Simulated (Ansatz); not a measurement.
Single points on the cluster Ru2H2.

```yaml
crystal:
  periodic: [false, false, false]
  atoms:
    - {symbol: Ru, position_ang: [0.215985, 0.571007, 0.357476]}
    - {symbol: Ru, position_ang: [-0.435960, -0.985221, -1.381660]}
    - {symbol: H, position_ang: [-0.965981, 1.190074, 1.382077]}
    - {symbol: H, position_ang: [1.185956, -0.775851, -0.357893]}
basis:
  gaussian: {orbitals: def2-TZVPD, initial_orbitals: start.molden}
hamiltonian: {xc: pbe, dispersion: d4}
scf: {omitted_lower_state_checks: [starts]}
output: {orbitals: {seedname: orbitals}}
```

The file start.molden holds the orbitals of an earlier run on this structure, at another level or in another basis.

```sh
$ ansatz run in.yaml --threads 4 --pin off --events-out ev --progress --plain --max-ram 3916MiB
```

Shortened log:

```
Functional definition: PBE
810 factors; their error is unknown
mean field evaluation 1: about -5194.3824 eV, gradient 5.4e0 eV
mean field evaluation 2: about -5194.6349 eV, gradient 8.6e-1 eV
mean field evaluation 4: about -5194.6393 eV, gradient 1.2e-1 eV
mean field evaluation 8: about -5194.6397 eV, gradient 2.2e-5 eV
mean field evaluation 16: about -5194.6397 eV, gradient 3.4e-6 eV
mean field -5194.63965906 eV, -190.8994864173 hartree, gradient 3.4e-6 eV, S^2 0.000000; 0 other end points of the search recorded, 0 dependent functions left out
reference -5194.63970468 eV, -190.8994880937 hartree; 17, 17 occupied and 81, 81 virtual orbitals, 810 factors
Total energy: -5194.75407414 eV, -190.9036910937 hartree
Checks for a lower state left out: starts
```

It took 3.7 s on 4 threads of AMD EPYC on a shared host.

The first input with `hamiltonian: {xc: r2scan, dispersion: d4}` (abridged; 5 s):

```
Functional definition: r2SCAN
mean field evaluation 16: about -5194.3693 eV, gradient 4.0e-6 eV
mean field -5194.36925043 eV, -190.8895490834 hartree, gradient 4.0e-6 eV, S^2 0.000000
Total energy: -5194.39259273 eV, -190.8904068969 hartree
Checks for a lower state left out: starts
```

As the first input, with `gaussian: {orbitals: def2-TZVPD}`, `hamiltonian: {xc: pbe0, dispersion: d4}` and without the key `scf` (abridged; 15 s):

```
Functional definition: PBE0
mean field evaluation 16: about -5190.6978 eV, gradient 2.1e-5 eV
mean field evaluation 32: about -5190.5426 eV, gradient 3.0e0 eV
mean field -5190.69783428 eV, -190.7546270285 hartree, gradient 1.2e-5 eV, S^2 0.000000; 6 other end points of the search recorded, 0 dependent functions left out
Total energy: -5190.79409632 eV, -190.7581645931 hartree
```

Geometry: PBE0-D4/def2-TZVPD, that of the charge -1 doublet.

In the def2 sets Ru takes a core potential; there is no spin–orbit coupling. A triplet lies near this restricted singlet, and broken spin symmetry wasn't tried. At PBE-D4/def2-TZVPD an occupied level lies above an empty one. At PBE0-D4/def2-TZVPD a triplet of charge 0 lies 2.09 eV below the restricted singlet at the same geometry. The structure comes from a short search, and lower isomers may exist.
